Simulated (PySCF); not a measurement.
Species: C4H9BrOSi.
Cartesian coordinates in Å at the PBE0-D3(BJ)/def2-SVP level; atoms count from 1:
```xyz
16
C4H9BrOSi angstrom
Br    -4.0154    0.7596    1.1981
C     -2.2698   -0.0662    1.4632
C     -2.3163   -1.5388    1.0454
O     -1.0825   -2.1668    1.2541
C     -0.0744   -1.8299    0.3318
C      0.4887   -0.4231    0.5418
Si    -0.9168    0.8379    0.4913
H     -2.0729   -0.0043    2.5439
H     -3.0631   -2.0801    1.6466
H     -2.6285   -1.6133   -0.0164
H     -0.4605   -1.9353   -0.7031
H      0.7150   -2.5862    0.4614
H      0.9808   -0.3721    1.5276
H      1.2590   -0.2014   -0.2149
H     -1.3920    1.0449   -0.9103
H     -0.5674    2.1511    1.1073
```

Computed, not measured: PySCF, PBE0-D3(BJ)/def2-SVP geometry optimisation, gas phase.

Masses are those of the commonest isotopes; rigid-rotor values at the optimised geometry. The values belong to one conformer with, in the numbering `[Br:1][C@H:2]1[CH2:3][O:4][CH2:5][CH2:6][SiH2:7]1`, Br1–C2–C3–O4 -179°, C2–C3–O4–C5 -74°, C3–O4–C5–C6 74°, O4–C5–C6–Si7 -56°.

Question: What are A, B and C (cm⁻¹)?

Answer: Ia = 165.82, Ib = 622.71, Ic = 754.72 u·Å²; 505379 MHz·u·Å²/I gives 3048, 811.6 and 669.6 MHz, that is A = 0.10166, B = 0.02707, C = 0.02234 cm⁻¹.

Question: Classify the top.

Answer: An asymmetric top. Ray's parameter κ = (2B − A − C)/(A − C) = -0.881; −1 is the prolate and +1 the oblate limit.

Question: Is it planar, by Δ = Ic − Ia − Ib?

Answer: Not planar: Δ = Ic − Ia − Ib = -33.80 u·Å². For a rigid frame Δ = −2 Σ m c², so Σ m c² = 16.90 u·Å² lies off the ab plane: 10.79 from hydrogen and 6.11 from heavier atoms. The atom farthest from that plane is 1.58 Å away.

Question: Where do the levels up to J = 5 lie, in MHz?

Answer: Above 0(0,0):
J = 1: 1(0,1) 1481, 1(1,1) 3717, 1(1,0) 3859
J = 2: 2(0,2) 4437, 2(1,2) 6538, 2(1,1) 6964, 2(2,1) 13672, 2(2,0) 13679
J = 3: 3(0,3) 8855, 3(1,3) 10764, 3(1,2) 11616, 3(2,2) 18116, 3(2,1) 18149, 3(3,1) 29656, 3(3,0) 29656
J = 4: 4(0,4) 14715, 4(1,4) 16393, 4(1,3) 17811, 4(2,3) 24036, 4(2,2) 24133, 4(3,2) 35593, 4(3,1) 35594, 4(4,1) 51732, 4(4,0) 51732
J = 5: 5(0,5) 21994, 5(1,5) 23417, 5(1,4) 25541, 5(2,4) 31427, 5(2,3) 31651, 5(3,3) 43020, 5(3,2) 43025, 5(4,2) 59152, 5(4,1) 59152, 5(5,1) 79903, 5(5,0) 79903

Question: Which lines would a microwave search look for?

Answer: The dipole components are |μa| = 1.89 D, |μb| = 0.63 D, |μc| = 0.16 D. Intensities carry the squares of the components, which stand as 1.00 : 0.11 : 0.01 (a : b : c). Some lines, for components of 0.1 D or more:

| type | branch | J(Ka,Kc) | MHz | lower level (cm⁻¹) |
| --- | --- | --- | --- | --- |
| a | R | 1(0,1) ← 0(0,0) | 1481 | 0.000 |
| b | Q | 1(1,0) ← 1(0,1) | 2378 | 0.049 |
| b | Q | 3(1,2) ← 3(0,3) | 2761 | 0.295 |
| a | R | 2(0,2) ← 1(0,1) | 2956 | 0.049 |
| b | Q | 5(1,4) ← 5(0,5) | 3548 | 0.734 |
| a | R | 3(2,1) ← 2(2,0) | 4470 | 0.456 |
| a | R | 3(1,2) ← 2(1,1) | 4652 | 0.232 |
| b | R | 2(1,2) ← 1(0,1) | 5057 | 0.049 |
| c | R | 2(1,1) ← 1(0,1) | 5483 | 0.049 |
| a | R | 4(2,2) ← 3(2,1) | 5984 | 0.605 |
| b | Q | 4(2,2) ← 4(1,3) | 6322 | 0.594 |
| b | Q | 2(2,0) ← 2(1,1) | 6715 | 0.232 |
| c | R | 3(1,2) ← 2(0,2) | 7179 | 0.148 |
| a | R | 5(4,1) ← 4(4,0) | 7421 | 1.726 |
| a | R | 5(2,3) ← 4(2,2) | 7518 | 0.805 |
| b | R | 4(1,4) ← 3(0,3) | 7538 | 0.295 |
| b | Q | 4(2,3) ← 4(1,4) | 7643 | 0.547 |
| b | R | 3(2,2) ← 2(1,1) | 11152 | 0.232 |
| b | Q | 5(3,2) ← 5(2,3) | 11374 | 1.056 |
| c | R | 3(2,2) ← 2(1,2) | 11578 | 0.218 |
| b | R | 4(2,2) ← 3(1,3) | 13368 | 0.359 |
| b | R | 3(3,1) ← 2(2,0) | 15977 | 0.456 |
| b | Q | 5(4,1) ← 5(3,2) | 16127 | 1.435 |
| c | Q | 4(4,1) ← 4(3,1) | 16137 | 1.187 |
| c | R | 5(3,3) ← 4(2,3) | 18984 | 0.802 |
| b | R | 5(3,2) ← 4(2,3) | 18989 | 0.802 |
| b | R | 4(4,1) ← 3(3,0) | 22076 | 0.989 |
| c | R | 5(4,2) ← 4(3,2) | 23559 | 1.187 |

Question: Estimate the classical rotational partition function at 10 K, 298.15 K and 500 K.

Answer: Point group C1, symmetry number σ = 1; q = (√π/σ)·√((kT/h)³/(ABC)), k/h = 20836.6 MHz/K: 4140 at 10 K, 674000 at 298.15 K, 1460000 at 500 K.

No frequency check. No vibrational averaging or centrifugal distortion is included, and the geometry carries the error of its method. Quadrupole hyperfine structure (79Br) is left out.

On one thread of an Arm Neoverse N1, on a shared host, this took 1.7 min of wall time and 0.69 GiB of memory at its peak. These figures are those of the optimisation.
